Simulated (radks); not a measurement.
Values are calculated unless marked as measured or tabulated.
Dy54+, configuration [Ne] 3s2.

Level of theory: scalar-relativistic Kohn-Sham, PBE, spin-unpolarised, spherical densities, point nucleus (a radial shooting solver on a logarithmic mesh with Libxc functionals).

Energy parts (eV):
part                      energy
total                 -244726.72
kinetic                269511.45
electron-nucleus      -533149.45
Hartree                 22327.47
exchange-correlation    -3416.19

Orbitals (lengths in bohr, moments of r in powers of bohr; <r^-3> diverges for s and p1/2):
| orbital | occ. | eigenvalue (eV) | <r> | <r^-3> |
|---|---|---|---|---|
| 1s | 2 | -57832.10 | 0.02110 | - |
| 2s | 2 | -12875.60 | 0.08841 | - |
| 2p | 6 | -11908.05 | 0.07799 | 13240 |
| 3s | 2 | -5266.410 | 0.2118 | - |

The highest occupied level is 3s at -5266.4 eV. The density falls to 0.001 e/bohr^3 at r = 0.58 bohr.
